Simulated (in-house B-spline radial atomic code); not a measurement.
Ce6+: [Kr] 4d10 5s2 5p4

Method: Dirac-Kohn-Sham relativistic LDA, spherical fractional occupations, Fermi nucleus of rms radius 4.8771 fm. Calculated with an all-electron radial atomic-structure program (B-spline basis).

Screening seen three ways: the hydrogenic charge with the same mean radius, Z_r = [3n² - l(l+1)]/(2<r>), the one with the same energy, Z_e = n√(-2ε), and Slater's rules. Values are occupation-weighted means over j. An effective charge above Z reflects the relativistic contraction of the inner shells.

```
shell  electrons   ε (eV)  <r> (bohr)    Z_r    Z_e  Slater
   1s          2   -40062     0.02467  60.80  54.26   57.70
   2s          2  -6486.8      0.1051  57.09  43.67   53.85
   2p          6  -5842.1     0.09229  54.18  41.44   53.85
   3s          2  -1459.4      0.2792  48.35  31.07   46.75
   3p          6  -1251.8      0.2768  45.16  28.78   46.75
   3d         10  -947.46       0.254  41.35  25.03   36.85
   4s          2  -355.89       0.636  37.74  20.46   30.25
   4p          6   -287.2       0.671  34.28  18.38   30.25
   4d         10  -186.12      0.7342  28.60  14.79   18.85
   5s          2  -107.15       1.415  26.50  14.03   12.95
   5p          4  -87.323       1.564  23.34  12.67   12.95
```

The least bound orbital is 5p3/2 at -86.09 eV, and it is also the most diffuse (<r> = 1.582 bohr).

Spin-orbit splittings of the orbital energies (j = l + 1/2 above j = l - 1/2 when positive): 2p 441.9 eV, 3p 86.88 eV, 3d 18.75 eV, 4p 19.08 eV, 4d 3.409 eV, 5p 3.714 eV.

For the 1s electron the small component carries 4.58 % of the norm, the zero-frequency Breit interaction raises the level by 108.6 eV, self-energy by 63.41 eV, and vacuum polarisation lowers it by 9.441 eV.
